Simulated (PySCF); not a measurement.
## Steps of a relaxation of [Pb(CN)3]−

[Pb(CN)3]− (singlet; a saddle point, relaxed within its symmetry). PySCF 2.14.0, RKS PBE0, Pb def2-SVP with ECP60, C def2-SVP, N def2-SVP; non-relativistic Hamiltonian with scalar-relativistic core potentials where named; density fitting; no spin-orbit coupling. Origin of the start: template. Columns: position (Å) and force (eV/Å). Energies are counted from the last step; some of the 5 steps are shown. Forces carry noise of the integration grid, about 0.01 to 0.03 eV/Å.

Run from Python with OMP_NUM_THREADS=2. Where DIIS fails, smearing, a level shift and second-order steps follow.
It took 16 s on 2 threads of Intel(R) Xeon(R) Platinum 8488C (Sapphire Rapids) (shared host), from the converged density of the start.

```xyz
7
step 0  E = 0.399 eV
Pb    0.0000    0.0000    0.0000     0.00    0.00    0.00
C     2.4225    0.0000    0.0000     1.60    0.00    0.00
N     3.5925    0.0000    0.0000     0.01    0.00    0.00
C    -1.2112    2.0979    0.0000    -0.80    1.38    0.00
N    -1.7963    3.1112    0.0000    -0.01    0.01    0.00
C    -1.2112   -2.0979    0.0000    -0.80   -1.38    0.00
N    -1.7962   -3.1112    0.0000    -0.01   -0.01    0.00
```

```xyz
7
step 1  E = 0.084 eV
Pb    0.0000    0.0000    0.0000     0.00    0.00    0.00
C     2.5193    0.0000    0.0000    -0.06    0.00    0.00
N     3.6832    0.0000    0.0000     0.70    0.00    0.00
C    -1.2597    2.1818    0.0000     0.03   -0.05    0.00
N    -1.8416    3.1898    0.0000    -0.35    0.61    0.00
C    -1.2596   -2.1818    0.0000     0.03    0.05    0.00
N    -1.8416   -3.1898    0.0000    -0.35   -0.61    0.00
```

```xyz
7
step 3  E = 0.001 eV
Pb    0.0000    0.0000    0.0000     0.00    0.00    0.00
C     2.6078    0.0000    0.0000    -0.24    0.00    0.00
N     3.7753    0.0000    0.0000     0.22    0.00    0.00
C    -1.3039    2.2584    0.0000     0.12   -0.21    0.00
N    -1.8877    3.2695    0.0000    -0.11    0.19    0.00
C    -1.3039   -2.2584    0.0000     0.12    0.21    0.00
N    -1.8877   -3.2695    0.0000    -0.11   -0.19    0.00
```

Where does the relaxation end?

It converges at step 4 in D3h:
```xyz
7
step 4  E = 0
Pb    0.0000    0.0000    0.0000
C     2.6045    0.0000    0.0000
N     3.7740    0.0000    0.0000
C    -1.3023    2.2556    0.0000
N    -1.8870    3.2683    0.0000
C    -1.3023   -2.2556    0.0000
N    -1.8870   -3.2684    0.0000
```

How did the contacts change?


| contact | start (Å) | end (Å) |
| --- | --- | --- |
| Pb1–C2 (CN) | 2.422 | 2.605 |
| Pb1–C4 (CN) | 2.422 | 2.605 |
| Pb1–C6 (CN) | 2.422 | 2.605 |
